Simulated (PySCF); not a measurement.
**Radial density of Br (bromine, neutral)**

UHF, [Ar] 3d10 4s1 4p6, 2S determinant (an excited configuration). Computed with PySCF 2.14 in def2-TZVPPD (7s6p5d1f, 57 functions), with no relativity, point nucleus.

| r (bohr) | 4πr²ρ (e/bohr) | 4πr²(ρα − ρβ) |
| --- | --- | --- |
| 0.000603 | 0.1291 | 0.0001 |
| 0.00101 | 0.3558 | 0.0003 |
| 0.00170 | 0.9570 | 0.0007 |
| 0.00287 | 2.499 | 0.0019 |
| 0.00482 | 6.162 | 0.0046 |
| 0.00811 | 13.87 | 0.0101 |
| 0.0136 | 26.71 | 0.0184 |
| 0.0230 | 39.96 | 0.0236 |
| 0.0386 | 41.42 | 0.0151 |
| 0.0649 | 35.28 | 0.0171 |
| 0.109 | 47.40 | 0.0732 |
| 0.184 | 43.54 | 0.0169 |
| 0.309 | 28.43 | 0.0772 |
| 0.520 | 33.45 | 0.1196 |
| 0.874 | 10.59 | 0.2086 |
| 1.47 | 4.477 | 1.0033 |
| 2.47 | 2.289 | 0.1743 |
| 4.16 | 0.2507 | -0.0611 |
| 7.00 | 0.003068 | -0.0018 |

Q: Where is the radial spin density 4πr²(ρα − ρβ) most negative, and why is it negative at all?

A: Around r = 4.16 bohr, down to -0.0611 e/bohr: exchange with the open shell polarises the paired shells in an unrestricted calculation.
